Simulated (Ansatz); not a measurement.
`[SiH3]B1C[SiH2]1` + `[CH3][AlH][OH]` → `[CH3][AlH][O][SiH3]` + `B1C[SiH2]1`  (cleavage of the Si–B bond)

Gas-phase electronic energies from Ansatz, PBE0-D4/def2-TZVP geometries. CCSD(T)/CBS adds triple-zeta CCSD(T) − MP2 to the extrapolated MP2 energy (def2 sets, frozen cores). Functionals use def2-TZVPP. B3LYP here is the variant with VWN-RPA as its local correlation; programs differ in this. HSE06 is defined as in plane-wave codes. One conformer a species, not always the lowest.

`[SiH3]B1C[SiH2]1`:

```xyz
11

Si   -1.855   -0.398   -0.670
B    -0.029    0.302   -0.317
C     0.620    1.025    0.807
Si    1.709   -0.442   -0.083
H    -1.886   -1.879   -0.504
H    -2.904    0.190    0.211
H    -2.221   -0.098   -2.083
H     1.525    1.634    0.718
H     0.116    1.226    1.751
H     3.002    0.241   -0.309
H     1.922   -1.802    0.478
```

`[CH3][AlH][OH]`:

Z-matrix (Å, degrees):
```
C
Al 1 1.941
H 1 1.092 2 111.9
H 1 1.095 2 111.0 3 120.7
H 1 1.095 2 111.2 3 -121.1
O 2 1.701 1 117.6 3 -3.3
H 2 1.589 1 124.2 3 176.8
H 6 0.956 2 122.5 1 -179.8
```

`[CH3][AlH][O][SiH3]`:

```xyz
11

C    -0.814   -0.860    1.865
Al    0.735   -0.076    0.994
O     0.633    0.410   -0.619
Si    0.267    0.762   -2.159
H    -1.522   -1.286    1.150
H    -1.352   -0.098    2.440
H    -0.526   -1.641    2.574
H     2.126    0.164    1.710
H     0.110    2.232   -2.324
H    -1.006    0.103   -2.564
H     1.349    0.290   -3.065
```

`B1C[SiH2]1`:

Z-matrix (Å, degrees):
```
C
Si 1 2.033
B 1 1.486 2 63.3
H 1 1.088 2 139.0 3 -110.8
H 1 1.093 2 86.3 3 131.3
H 2 1.480 1 102.1 3 -130.0
H 2 1.487 1 125.0 3 104.0
H 3 1.187 1 132.1 2 -141.0
```

| level | ΔE (kJ/mol) |
| --- | --- |
| r2SCAN-D4 | -99.8 |
| B3LYP-D4 | -106.1 |
| HSE06-D4 | -90.5 |
| PBE0 | -92.1 |

Task: What does CCSD(T)/CBS give? (Best estimate.)

Result: The calculation gave: -103.9 kJ/mol. The listed levels differ from it by 4.1, -2.2, 13.4, 11.8 kJ/mol.

Task: What do rigid-rotor, harmonic-oscillator terms from PBE0-D4/def2-TZVP frequencies (298.15 K, 1 bar) make of the CCSD(T)/CBS value? (Best estimate.)

Result: Ansatz gave: ΔZPE = -2.0 kJ/mol, ΔH = -105.8 kJ/mol, ΔS = 25 J/(mol·K), ΔG = -113.3 kJ/mol. Modes under 50 cm⁻¹ make the entropy rough.

Largest T1 diagnostic among the species: 0.014.

From BLYP to BHLYP (50 % exact exchange), in def2-TZVPP and without D4, ΔE moves by −19.2 kJ/mol. At CCSD(T), def2-SVP lies +8.6 kJ/mol from the extrapolated value and def2-TZVPP +0.7 kJ/mol. Leaving LDA and LC-ωPBE aside and taking each functional with its dispersion term where it has one, the values, not all of them listed here, spread over 37.9 kJ/mol, from BHLYP-D4 to revPBE-D4.
